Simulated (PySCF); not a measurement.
BBr2, SMILES Br[B-]Br (connectivity only; charge and spin as stated), charge -1, multiplicity 1.

Geometry optimised at B3LYP-D3(BJ)/def2-SVPD.

Method: PySCF 2.14.0 with B3LYP-D3(BJ)/def2-SVPD.

Frequencies are harmonic and unscaled.

Computed normal modes with their intensities:
```tsv
mode	ν (cm⁻¹)	IR (km/mol)	moving atoms (share of kinetic energy)
1	133	3.9	Br 98 %
2	370	290.9	B 90 %, Br 10 %
3	427	26.7	B 92 %
```
